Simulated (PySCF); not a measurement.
Cl3Ge, SMILES [Cl][Ge]([Cl])[Cl] (connectivity only; charge and spin as stated), charge +1, multiplicity 1. The structure is a stationary point at B3LYP-D3(BJ)/def2-SVP. The multiplicity is an assumed one; other spin states were not compared. The isomer is the one that the SMILES or the coordinates give; other isomers of the formula were not compared.

Calculation: B3LYP-D3(BJ)/def2-SVP in PySCF.

Harmonic wavenumbers (cm⁻¹): 139, 139, 141, 407, 526, 526. Rotational constants (GHz): 2.210, 2.210, 1.105; symmetry number 6.

Q: Work out the zero-point energy and the ideal-gas rigid-rotor harmonic-oscillator thermochemistry at 298.15 K and 1 atm.

A: ZPE = ½ Σ hcν = ½ × 1879 cm⁻¹ = 2.69 kcal/mol. H − E(el) = 6.75 kcal/mol. Entropy in cal/(mol K): translation 41.45, rotation 24.92, vibration 10.54, total 76.91. G − E(el) = -16.18 kcal/mol. Cp = 17.53 cal/(mol K). Modes under 150 cm⁻¹ make the vibrational entropy uncertain.
